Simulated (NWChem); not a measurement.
All runs are NWChem calculations. System: C2H6Mg, charge 0, spin multiplicity 1, at a geometry optimised with PBE/def2-SVP. The structure started from a generated list of species. Level: G0W0@PBE0/def2-SVPD, RI basis def2-svpd-rifit.

The NWChem input:

```
start mol
memory heap 200 mb stack 700 mb global 1700 mb
geometry units angstroms nocenter noautoz
  Mg     0.000000     0.000000     0.000320
  C     -0.273803    -2.092299    -0.000142
  H      0.013337    -2.551499    -0.971225
  H     -1.333002    -2.374641     0.186460
  H      0.334171    -2.594567     0.783695
  C      0.273803     2.092299    -0.000142
  H      1.333002     2.374641     0.186460
  H     -0.334171     2.594567     0.783695
  H     -0.013337     2.551499    -0.971225
  symmetry group C2
end
basis spherical
  * library def2-svpd
end
basis "ri basis" bse spherical
  * library def2-svpd-rifit
end
dft
  xc pbe0
  iterations 100
  direct
  tolerances tight
end
task dft energy
gw
  states alpha occ 4 vir 2
end
task dft gw
```

Part of the output:

```
             Northwest Computational Chemistry Package (NWChem) 7.3.0
             --------------------------------------------------------

                                NWChem Input Module
                                -------------------

 Scaling coordinates for geometry "geometry" by  1.889725989
 (inverse scale =  0.529177249)

 Turning off AUTOSYM since
 SYMMETRY directive was detected!

                             Geometry "geometry" -> ""
                             -------------------------

 Output coordinates in angstroms (scale by  1.889725989 to convert to a.u.)

  No.       Tag          Charge          X              Y              Z
 ---- ---------------- ---------- -------------- -------------- --------------
    1 Mg                  12.0000     0.00000000     0.00000000     0.00032000
    2 C                    6.0000    -0.27380300    -2.09229900    -0.00014200
    3 H                    1.0000     0.01333700    -2.55149900    -0.97122500
    4 H                    1.0000    -1.33300200    -2.37464100     0.18646000
    5 H                    1.0000     0.33417100    -2.59456700     0.78369500
    6 C                    6.0000     0.27380300     2.09229900    -0.00014200
    7 H                    1.0000     1.33300200     2.37464100     0.18646000
    8 H                    1.0000    -0.33417100     2.59456700     0.78369500
    9 H                    1.0000    -0.01333700     2.55149900    -0.97122500

 Effective nuclear repulsion energy (a.u.)      78.4090148780

            Nuclear Dipole moment (a.u.)
            ----------------------------
        X                 Y               Z
 ---------------- ---------------- ----------------
     0.0000000000     0.0000000000    -0.0000075589

      Symmetry information
      --------------------

 Group name             C2
 Group number              4
 Group order               2
 No. of unique centers     5

      Symmetry unique atoms

     1    2    3    4    5


 Summary of "ao basis" -> "" (spherical)
 ------------------------------------------------------------------------------
       Tag                 Description            Shells   Functions and Types
 ---------------- ------------------------------  ------  ---------------------
 *                         def2-svpd                  on all atoms

 new library libraries.bse/

 Summary of "ri basis" -> "" (spherical)
 ------------------------------------------------------------------------------
       Tag                 Description            Shells   Functions and Types
 ---------------- ------------------------------  ------  ---------------------
 *                      def2-svpd-rifit               on all atoms

                                 NWChem DFT Module
                                 -----------------

 Summary of "ao basis" -> "ao basis" (spherical)
 ------------------------------------------------------------------------------
       Tag                 Description            Shells   Functions and Types
 ---------------- ------------------------------  ------  ---------------------
 Mg                        def2-svpd                 9       21   4s4p1d
 C                         def2-svpd                 8       20   4s2p2d
 H                         def2-svpd                 4        8   2s2p

 Summary of "ao basis" -> "ao basis" (spherical)
 ------------------------------------------------------------------------------
       Tag                 Description            Shells   Functions and Types
 ---------------- ------------------------------  ------  ---------------------
 Mg                        def2-svpd                 9       21   4s4p1d
 C                         def2-svpd                 8       20   4s2p2d
 H                         def2-svpd                 4        8   2s2p

      Symmetry analysis of basis
      --------------------------

        a          55
        b          54

            General Information
            -------------------
          SCF calculation type: DFT
          Wavefunction type:  closed shell.
          No. of atoms     :     9
          No. of electrons :    30
           Alpha electrons :    15
            Beta electrons :    15
          Charge           :     0
          Spin multiplicity:     1
          Use of symmetry is: on ; symmetry adaption is: on
          Maximum number of iterations: 100
          This is a Direct SCF calculation.
          AO basis - number of functions:   109
                     number of shells:    49
          Convergence on energy requested:  1.00D-06
          Convergence on density requested:  1.00D-05
          Convergence on gradient requested:  5.00D-04

              XC Information
              --------------
                         PBE0 Method XC Functional
                     Hartree-Fock (Exact) Exchange  0.250
          PerdewBurkeErnzerhof Exchange Functional  0.750
            Perdew 1991 LDA Correlation Functional  1.000 local
           PerdewBurkeErnz. Correlation Functional  1.000 non-local

             Grid Information
             ----------------
          Grid used for XC integration:  medium
          Radial quadrature: Mura-Knowles
          Angular quadrature: Lebedev.
          Tag              B.-S. Rad. Rad. Pts. Rad. Cut. Ang. Pts.
          ---              ---------- --------- --------- ---------
          Mg                  1.50       88          11.0       590
          C                   0.70       49          12.0       434
          H                   0.35       45          13.0       434
          Grid pruning is: on
[...]
      Superposition of Atomic Density Guess
      -------------------------------------

 Sum of atomic energies:        -277.78063481

      Non-variational initial energy
      ------------------------------

 Total energy =    -278.926885
 1-e energy   =    -537.979937
 2-e energy   =     180.644036
 HOMO         =      -0.295203
 LUMO         =      -0.045574

      Symmetry analysis of molecular orbitals - initial
      -------------------------------------------------

  Numbering of irreducible representations:

     1 a           2 b

  Orbital symmetries:

     1 a           2 a           3 b           4 a           5 b
     6 b           7 a           8 a           9 b          10 a
    11 b          12 b          13 a          14 a          15 b
    16 a          17 a          18 b          19 b          20 a
    21 b          22 a          23 a          24 a          25 b

   convergence    iter        energy       DeltaE   RMS-Dens  Diis-err    time
 ---------------- ----- ----------------- --------- --------- ---------  ------
 d= 0,ls=0.0,diis     1   -279.5175195259 -3.58D+02  8.30D-03  2.24D-01     0.9
 d= 0,ls=0.0,diis     2   -279.5285903491 -1.11D-02  3.50D-03  1.27D-01     1.6
 d= 0,ls=0.0,diis     3   -279.5446726112 -1.61D-02  9.88D-04  1.54D-02     2.3
 d= 0,ls=0.0,diis     4   -279.5468246384 -2.15D-03  6.23D-05  1.59D-05     3.0
 d= 0,ls=0.0,diis     5   -279.5468276020 -2.96D-06  2.06D-05  1.55D-06     3.8
 d= 0,ls=0.0,diis     6   -279.5468278953 -2.93D-07  4.77D-06  4.99D-08     4.5

         Total DFT energy =     -279.546827895318
      One electron energy =     -541.391784225175
           Coulomb energy =      212.733056278401
    Exchange-Corr. energy =      -29.297114826525
 Nuclear repulsion energy =       78.409014877981

 Numeric. integr. density =       29.999990794057

     Total iterative time =      4.3s

                  Occupations of the irreducible representations
                  ----------------------------------------------

                     irrep           alpha         beta
                     --------     --------     --------
                     a                 8.0          8.0
                     b                 7.0          7.0

                       DFT Final Molecular Orbital Analysis
                       ------------------------------------

 Vector   13  Occ=2.000000D+00  E=-3.734523D-01  Symmetry=a
              MO Center=  6.1D-12, -1.4D-12,  1.3D-01, r^2= 6.7D+00
   Bfn.  Coefficient  Atom+Function         Bfn.  Coefficient  Atom+Function
  ----- ------------  ---------------      ----- ------------  ---------------
    26      0.296943  2 C  px                70     -0.296943  6 C  px
    50     -0.254834  4 H  s                 86     -0.254834  7 H  s
    29      0.172196  2 C  px                73     -0.172196  6 C  px
    58      0.168706  5 H  s                 94      0.168706  8 H  s
    42      0.086246  3 H  s                102      0.086246  9 H  s

 Vector   14  Occ=2.000000D+00  E=-2.840950D-01  Symmetry=a
              MO Center=  1.8D-15,  1.4D-14,  5.8D-05, r^2= 4.2D+00
   Bfn.  Coefficient  Atom+Function         Bfn.  Coefficient  Atom+Function
  ----- ------------  ---------------      ----- ------------  ---------------
     3      0.432160  1 Mg s                 27      0.292006  2 C  py
    71     -0.292006  6 C  py                 2      0.272754  1 Mg s
    30      0.233782  2 C  py                74     -0.233782  6 C  py
    25     -0.200648  2 C  s                 69     -0.200648  6 C  s
     4      0.143190  1 Mg s                 42     -0.072813  3 H  s

 Vector   15  Occ=2.000000D+00  E=-2.404029D-01  Symmetry=b
              MO Center= -1.3D-15, -1.6D-14, -1.5D-05, r^2= 4.7D+00
   Bfn.  Coefficient  Atom+Function         Bfn.  Coefficient  Atom+Function
  ----- ------------  ---------------      ----- ------------  ---------------
    27      0.344296  2 C  py                71      0.344296  6 C  py
    25     -0.250016  2 C  s                 30      0.250919  2 C  py
    69      0.250016  6 C  s                 74      0.250919  6 C  py
    12     -0.237695  1 Mg py                 9     -0.200361  1 Mg py
     6     -0.161144  1 Mg py                23      0.093317  2 C  s

 Vector   16  Occ=0.000000D+00  E=-1.705107D-02  Symmetry=a
              MO Center=  2.0D-14,  2.5D-14,  2.7D-03, r^2= 8.5D+00
   Bfn.  Coefficient  Atom+Function         Bfn.  Coefficient  Atom+Function
  ----- ------------  ---------------      ----- ------------  ---------------
     4      1.319189  1 Mg s                 30     -0.256531  2 C  py
    74      0.256531  6 C  py                 3      0.207783  1 Mg s
    23     -0.181561  2 C  s                 67     -0.181561  6 C  s
    43     -0.175472  3 H  s                 51     -0.175283  4 H  s
    59     -0.175854  5 H  s                 87     -0.175283  7 H  s

 Vector   17  Occ=0.000000D+00  E=-2.330594D-03  Symmetry=a
              MO Center=  1.5D-12, -2.4D-13,  2.9D-02, r^2= 9.6D+00
   Bfn.  Coefficient  Atom+Function         Bfn.  Coefficient  Atom+Function
  ----- ------------  ---------------      ----- ------------  ---------------
    16      0.652246  1 Mg pz                13      0.316315  1 Mg pz
    10      0.203296  1 Mg pz                 7      0.128325  1 Mg pz
    42      0.078845  3 H  s                102      0.078845  9 H  s
    31     -0.077215  2 C  pz                75     -0.077215  6 C  pz
    28     -0.069431  2 C  pz                72     -0.069431  6 C  pz

 Vector   18  Occ=0.000000D+00  E=-2.319442D-03  Symmetry=b
              MO Center= -1.5D-12,  1.6D-13, -3.1D-02, r^2= 9.6D+00
   Bfn.  Coefficient  Atom+Function         Bfn.  Coefficient  Atom+Function
  ----- ------------  ---------------      ----- ------------  ---------------
    14      0.646907  1 Mg px                11      0.313604  1 Mg px
     8      0.201570  1 Mg px                 5      0.127229  1 Mg px
    15     -0.084454  1 Mg py                50      0.082200  4 H  s
    86     -0.082200  7 H  s                 29     -0.076584  2 C  px
    73     -0.076584  6 C  px                26     -0.068907  2 C  px

 center of mass
 --------------
 x =   0.00000000 y =   0.00000000 z =   0.00007381

 moments of inertia (a.u.)
 ------------------
         522.559930000812         -65.397573609911          -0.000000000000
         -65.397573609911          31.481236165692           0.000000000000
          -0.000000000000           0.000000000000         531.119450530959

     Multipole analysis of the density
     ---------------------------------

     L   x y z        total         alpha         beta         nuclear
     -   - - -        -----         -----         ----         -------
     0   0 0 0     -0.000000    -15.000000    -15.000000     30.000000

     1   1 0 0     -0.000000     -0.000000     -0.000000      0.000000
     1   0 1 0     -0.000000     -0.000000     -0.000000      0.000000
     1   0 0 1      0.000381      0.000194      0.000194     -0.000008

     2   2 0 0    -17.759257    -17.230745    -17.230745     16.702232
     2   1 1 0     -1.181506    -20.951566    -20.951566     40.721627
     2   1 0 1      0.000000      0.000000      0.000000      0.000000
     2   0 2 0    -26.638032   -174.542340   -174.542340    322.446649
     2   0 1 1     -0.000000     -0.000000     -0.000000      0.000000
     2   0 0 2    -17.604317    -14.488093    -14.488093     11.371868

 Task  times  cpu:        4.5s     wall:        4.5s

                                NWChem Input Module
                                -------------------

                                 NWChem GW Module
                                 ----------------

                             ***********************
                             ***        GW       ***
                             ***********************

 Summary of "ri basis" -> "ri basis" (spherical)
 ------------------------------------------------------------------------------
       Tag                 Description            Shells   Functions and Types
 ---------------- ------------------------------  ------  ---------------------
 Mg                     def2-svpd-rifit             19       53   8s6p4d1f
 C                      def2-svpd-rifit             20       64   7s6p5d2f
 H                      def2-svpd-rifit              9       23   4s3p2d

                 Memory Information
                 ------------------
          Available GA per process is          1699.9 MBs
          Available stack per process is        700.0 MBs
          Available heap per process is           0.0 MBs

          Peak memory in Initialization
              Peak GA per process is                  5.4 MBs
              Peak stack per process is               0.1 MBs
              Peak heap per process is                5.6 MBs
              Memory not in MA per process            0.0 MBs

          Peak memory in AFF Calculation
              Peak GA per process is                 23.0 MBs
              Peak stack per process is              15.2 MBs
              Peak heap per process is                0.0 MBs
              Memory not in MA per process           15.2 MBs

          Computing 2-center integrals
          Computing Inverse Cholesky factor
          Computing 3-center integrals
          Computing V_xc ...

          Computing Sigma_x
          Computing RPA polarizability
          Solving quasiparticle equations

                  Alpha Orbitals
          State     Energy (eV)     Error (eV)
          -----------------------------------
@GW        12        -12.437           0.002
@GW        13        -12.434           0.005
@GW        14         -9.490           0.004
@GW        15         -8.221           0.004
@GW        16          0.885           0.003
@GW        17          1.148           0.003

   Applying  -1.6789 eV scissor-shift to rest of particle states

   Applying   1.3493 eV scissor-shift to rest of hole states

     GW Timing Statistics
   ------------------------
   Init.   :          0.0s
     ERIs  :          0.6s
     Distr.:          0.0s
     Vxc   :          0.7s
   Sigma_x :          0.0s
   RPA     :          0.6s
   Wmn     :          0.0s
   Sigma_c :          0.0s
   GW total:          2.0s

 Task  times  cpu:        2.0s     wall:        2.0s

 Total times  cpu:        6.5s     wall:        6.5s
```
